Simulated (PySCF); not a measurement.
Geometries of 2 isomers of C6H6P2, from PBE0-D3(BJ)/def2-SVP geometry optimisation, gas phase in PySCF 2.14.0. One conformer each, no zero-point energy, no frequencies.

Problem. Which is lower in electronic energy at this level?
A.
```xyz
14
angstrom
P      3.667   -0.861   -0.323
P      1.950   -1.899    0.007
C      0.544   -0.731    0.008
C      0.446    0.422   -0.785
C     -0.689    1.224   -0.729
C     -1.744    0.890    0.122
C     -1.667   -0.261    0.904
C     -0.539   -1.075    0.835
H      3.127    0.467   -0.395
H      1.262    0.688   -1.462
H     -0.754    2.115   -1.358
H     -2.633    1.523    0.165
H     -2.492   -0.532    1.566
H     -0.489   -1.987    1.437
```
B.
```xyz
14
angstrom
C     -2.777   -0.150   -0.145
C     -1.746    0.455    0.459
C     -0.310    0.247    0.194
C      0.118   -0.505   -0.903
P      1.712   -0.934   -1.428
C      2.729   -0.172   -0.237
C      2.341    0.596    0.848
P      0.741    1.025    1.372
H     -3.804    0.082    0.143
H     -2.645   -0.898   -0.932
H     -1.967    1.176    1.256
H     -0.667   -0.897   -1.563
H      3.805   -0.323   -0.388
H      3.139    1.004    1.482
```

Solution. A. That is `c1(ccccc1)/P=P\[H]`, 21.7 kcal/mol below the other.

| SMILES | atoms numbered as above | E (Eh) | relative (kcal/mol) | relative (kJ/mol) | dipole (D) |
| --- | --- | --- | --- | --- | --- |
| [H]/P=P\c1ccccc1 | [H]/[P:1]=[P:2]\[c:3]1[cH:4][cH:5][cH:6][cH:7][cH:8]1 | -914.03561 | 0.0 | 0.0 | 2.81 |
| C=Cc1cpccp1 | [CH2:1]=[CH:2][c:3]1[cH:4][p:5][cH:6][cH:7][p:8]1 | -914.00105 | 21.7 | 90.7 | 0.25 |

As drawn, the higher has a C=C bond outside aromatic rings, which the lower lacks.
